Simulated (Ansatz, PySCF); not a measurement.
Species: C$_{2}$H$_{6}$BO, net charge 0, doublet state. It need not be the lowest isomer of its formula. 
Coordinates optimised at B3LYP-D3(BJ)/def2-TZVP (Ansatz, a quantum-chemistry and plane-wave program):
SMILES: [CH2]B(C)O
```xyz
10

B      0.0176     0.0472    -0.0069
C      1.5352    -0.2345    -0.0135
C     -1.0479    -1.0933     0.1788
O     -0.4483     1.3287    -0.1666
H      1.9466    -1.2306     0.1092
H      2.2888     0.5391    -0.1404
H     -2.0722    -0.7198     0.1584
H     -0.9440    -1.8534    -0.6026
H     -0.8931    -1.6194     1.1266
H      0.2482     1.9848    -0.2759
```
Charge 0, spin multiplicity 2.

Quantity: atomisation energy (electronic, to ground-state atoms), in kcal/mol. Valence correlation only, unless marked. Open shells are spin-unrestricted. Spin-orbit coupling is left out. Non-relativistic. The coupled-cluster limit lacks core correlation, which all-electron functionals hold. CBS(X,Y): correlation extrapolated as X^-3; Hartree-Fock from the larger set. The bracket is a focal-point correction in the basis named.

```tsv
level	program	atomisation energy (kcal/mol)
HF/6-31G*	Ansatz	717.5
HF/cc-pVDZ	Ansatz	709.2
BLYP-D3(BJ)/def2-TZVPD	Ansatz + dftd3	942.6
B3LYP-D3(BJ)/def2-TZVPD	Ansatz + dftd3	946.7
B3LYP-D4/def2-TZVPD	Ansatz + dftd4	945.9
PBE0/6-31G*	Ansatz	944.5
TPSSh-D3(BJ)/def2-TZVPD	PySCF + dftd3	947.0
r2SCANh/def2-TZVPD	Ansatz	945.7
CAM-B3LYP-D3(BJ)/def2-TZVPD	Ansatz + dftd3	950.4
CAM-B3LYP-D4/def2-TZVPD	Ansatz + dftd4	950.5
LC-wPBE-D4/def2-TZVPD	Ansatz + dftd4	949.0
wB97X-V/def2-TZVPD	Ansatz	942.7
RI-MP2/aug-cc-pVTZ	Ansatz	938.6
CCSD/6-31G*	Ansatz	856.5
RI-MP2/CBS(cc-pVTZ,cc-pVQZ)+[CCSD(T)-MP2]/cc-pVTZ	Ansatz	942.4
```
